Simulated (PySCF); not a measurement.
# Steps of a relaxation of [Sm(NH3)]2+

[Sm(NH3)]2+ (singlet in the valence; each metal's 4f electrons, 6 of them, lie in its core potential, out of spins and levels). PySCF 2.14.0, RKS BP86, Sm lcecp-0-SVP with ECP52, N def2-SVP, H def2-SVP; non-relativistic Hamiltonian with scalar-relativistic core potentials where named; density fitting; no spin-orbit coupling. Origin of the start: template. Columns: position (Å) and force (eV/Å). Energies are counted from the last step; some of the 8 steps are shown. Forces carry noise of the integration grid, about 0.01 to 0.03 eV/Å.

Run from Python with OMP_NUM_THREADS=2. Where DIIS fails, smearing, a level shift and second-order steps follow.
It took 11 s on 2 threads of Arm Neoverse V1 (shared host), from the converged density of the start.

```xyz
5
step 0  E = 0.053 eV
Sm    0.0000    0.0000   -0.2810     0.00    0.00    0.37
N     0.0000    0.0000    2.4365     0.00    0.00   -1.64
H     0.9392    0.0000    2.8345     0.61    0.00    0.42
H    -0.4696    0.8133    2.8345    -0.30    0.53    0.42
H    -0.4696   -0.8134    2.8345    -0.30   -0.53    0.42
```

```xyz
5
step 2  E = 0.006 eV
Sm    0.0000    0.0000   -0.2612     0.00    0.00    0.22
N     0.0000    0.0000    2.3956     0.00    0.00   -0.03
H     0.9432    0.0000    2.8415    -0.11    0.00   -0.06
H    -0.4716    0.8168    2.8415     0.05   -0.09   -0.06
H    -0.4716   -0.8169    2.8415     0.05    0.09   -0.06
```

```xyz
5
step 5  E = 0.000 eV
Sm    0.0000    0.0000   -0.2235     0.00    0.00    0.00
N     0.0000    0.0000    2.3847     0.00    0.00    0.03
H     0.9390    0.0000    2.8326     0.02    0.00   -0.01
H    -0.4695    0.8132    2.8326    -0.01    0.02   -0.01
H    -0.4694   -0.8132    2.8326    -0.01   -0.02   -0.01
```

Where does the relaxation end?

It converges at step 7 in C3v:
```xyz
5
step 7  E = 0
Sm    0.0000    0.0000   -0.2219
N     0.0000    0.0000    2.3863
H     0.9405    0.0000    2.8315
H    -0.4703    0.8144    2.8315
H    -0.4702   -0.8145    2.8315
```

How did the contacts change?


```csv
contact,start (Å),end (Å)
Sm1–N2 (NH3),2.718,2.608
```


An lcecp potential fixes the number of 4f electrons, so in runs with it no electron can move into or out of that shell.
